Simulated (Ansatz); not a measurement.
Te4Pt (the lowest singlet isomer of a short search), 5 atoms. Hardware: 4 threads of Arm Neoverse V1 on a shared host.

In the def2 sets Pt, Te take a core potential; there is no spin–orbit coupling. Correlated methods freeze 16 core orbitals; core or outer-core shells of Pt, Te are correlated, in sets that lack core-valence functions.

Q: How many basis functions does each of these Ansatz runs have, and roughly what does it cost? CCSD(T)/def2-SVP, charge 0 singlet, energy, from earlier orbitals; HF/def2-TZVP, charge 0 singlet, energy, from earlier orbitals; MP2/def2-TZVP, charge 0 singlet, energy, from earlier orbitals; LC-ωPBE/def2-TZVP, charge 0 singlet, energy, from earlier orbitals; PBE-D4/def2-SVP, charge 0 singlet, energy, from earlier orbitals; r2SCAN-D4/def2-TZVP, charge 0 singlet, energy, from earlier orbitals; PBE0-D4/def2-TZVP, charge 0 singlet, energy, from earlier orbitals; B3LYP-D4/def2-SVP, charge 0 singlet, relaxation, 4 steps; PBE-D4/def2-TZVP, charge 0 singlet, energy and forces, from earlier orbitals; BHLYP-D4/def2-TZVP, charge 0 singlet, energy, from earlier orbitals; PBE0-D4/def2-SVP, charge 0 singlet, energy, from earlier orbitals.

A: Other jobs shared the machine, so times can vary by a factor of up to 3. A dash marks memory too small to be measured apart from the calling script's.

```
                                                                         run  functions  fitting or Cholesky vectors  wall time  peak host memory (GiB)
            PBE-D4/def2-SVP, charge 0 singlet, energy, from earlier orbitals        136                         1613      2.1 s                       –
           PBE0-D4/def2-SVP, charge 0 singlet, energy, from earlier orbitals        136                         1658      4.1 s                       –
PBE-D4/def2-TZVP, charge 0 singlet, energy and forces, from earlier orbitals        240                         1940      4.9 s                       –
        r2SCAN-D4/def2-TZVP, charge 0 singlet, energy, from earlier orbitals        240                         1940        9 s                       –
          PBE0-D4/def2-TZVP, charge 0 singlet, energy, from earlier orbitals        240                         2166       11 s                     1.2
         BHLYP-D4/def2-TZVP, charge 0 singlet, energy, from earlier orbitals        240                         2514       13 s                     1.3
                    B3LYP-D4/def2-SVP, charge 0 singlet, relaxation, 4 steps        136                         1878       17 s                       –
          LC-ωPBE/def2-TZVP, charge 0 singlet, energy, from earlier orbitals        240                         1940       17 s                       1
               HF/def2-TZVP, charge 0 singlet, energy, from earlier orbitals        240                         2534       26 s                     1.6
              MP2/def2-TZVP, charge 0 singlet, energy, from earlier orbitals        240                         2296       32 s                     1.2
           CCSD(T)/def2-SVP, charge 0 singlet, energy, from earlier orbitals        136                         1658    4.3 min                     1.8
```
